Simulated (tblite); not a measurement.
C₅H₂Cl₂O₂.
Cartesian coordinates in Å at the GFN2-xTB level; atoms count from 1:
```xyz
11
C5H2Cl2O2 angstrom
O      2.8723   -0.5900    0.1577
C      2.0466    0.2666    0.0863
Cl     2.5060    1.9695    0.0463
C      0.6160    0.0847    0.0242
C     -0.1097   -1.0904    0.0338
C     -1.4622   -0.7242   -0.0451
C     -1.4646    0.6485   -0.0977
Cl    -2.7509    1.7413   -0.2034
O     -0.2289    1.1430   -0.0567
H      0.2974   -2.0790    0.0904
H     -2.3166   -1.3673   -0.0617
```

Computed with GFN2-xTB (tblite): harmonic, unscaled wavenumbers at the GFN2-xTB geometry, gas phase. Against measured fundamentals such values can be off by several per cent, at times by over 20. One conformer, not necessarily the lowest.

Harmonic wavenumbers (cm⁻¹): 59.4, 99.2, 126.5, 260.2, 261.4, 329.5, 413.6, 463.1, 548.7, 573.4, 606.2, 659.0, 785.1, 818.5, 851.0, 919.4, 978.0, 1037.2, 1116.1, 1206.1, 1274.8, 1368.9, 1411.3, 1526.5, 1781.9, 3190.5, 3203.3.

A = 2489, B = 693.7, C = 542.5 MHz; mass 163.943 u (most abundant isotopes); point group Cs, symmetry number 1.

Problem. Zero-point energy?

Solution. Half the sum of the wavenumbers: 12934 cm⁻¹ = 154.73 kJ/mol.

Problem. Entropy at 500 K, 1 bar (ideal gas, RRHO, classical rotation)?

Solution. Translation 183.20, rotation 132.88, vibration 143.23: S = 459.3 J/(mol K).

Problem. And Cp and H(500 K) − H(0)?

Solution. Cp = 170.41 J/(mol K), of which vibrations give 137.15 (their classical limit is 27 R = 224.5); H(500 K) − H(0) = 53.70 kJ/mol without the zero-point energy, 37.08 from vibrations.

Problem. Which modes carry the vibrational entropy at 500 K?

Solution. 59.4 cm⁻¹: 23.01; 99.2 cm⁻¹: 18.77; 126.5 cm⁻¹: 16.76; 260.2 cm⁻¹: 10.91; 261.4 cm⁻¹: 10.88; 329.5 cm⁻¹: 9.06 J/(mol K); the other 21 give 53.84 together.

Problem. Blend soft modes into free rotors: weight 1/[1 + (100 cm⁻¹/ν̃)⁴] for the oscillator and the rest for a rotor with moment μB/(μ + B), μ = h/(8π²ν), B = 10⁻⁴⁴ kg m². What vibrational entropy results?

Solution. 133.83 J/(mol K) in place of 143.23, which changes −T·S at 500 K by +4.70 kJ/mol.

Hindered rotation and anharmonicity are outside this model. Other conformers, if any are populated, would add a mixing term that is left out.
